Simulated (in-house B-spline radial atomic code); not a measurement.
# Ionising In with different functionals

Computed with a radial B-spline atomic code at the basis-set limit: non-relativistic Hamiltonian, point nucleus, spin-polarised at highest spin, spherical fractional occupations for the functionals, and exact exchange of hybrids averaged over the configuration. The ionisation energy is the difference of two self-consistent energies, [Kr] 4d10 5s2 5p1 → [Kr] 4d10 5s2, without Breit or QED terms; ε is the level of the shell that loses the electron (its least bound occupied spin orbital). There is no spin-orbit coupling in this Hamiltonian.

```
   method                    rung  ΔSCF (eV)  -ε(5p) (eV)
     PBE0           global hybrid       5.63         3.64
    B3LYP           global hybrid       5.68         3.45
    TPSSh           global hybrid       5.52         3.14
   M06-2X           global hybrid       5.51         4.48
BHandHLYP           global hybrid       5.59         4.23
  r2SCAN0           global hybrid       5.65         3.73
    B97-1           global hybrid       5.47         3.32
    HSE06  range-separated hybrid       5.66         3.27
    wB97X  range-separated hybrid       5.66         5.45
CAM-B3LYP  range-separated hybrid       5.74         4.68
  LC-wPBE  range-separated hybrid       5.76         5.84
```

Among the functionals, which spreads more, the ΔSCF values or the orbital energies?

The orbital energies: ΔSCF values span about 0.29 eV and the orbital energies 2.69 eV; here energy differences depend much less on the functional than eigenvalues do.

How do they compare with the NIST value?

NIST lists 5.786 eV (measured, ground level to ground level). Errors run from -0.32 to -0.03 eV; LC-wPBE is closest (-0.03 eV), but part of that can be cancellation, since the calculations leave out relativity, Breit-QED terms, multiplet and fine-structure energies.
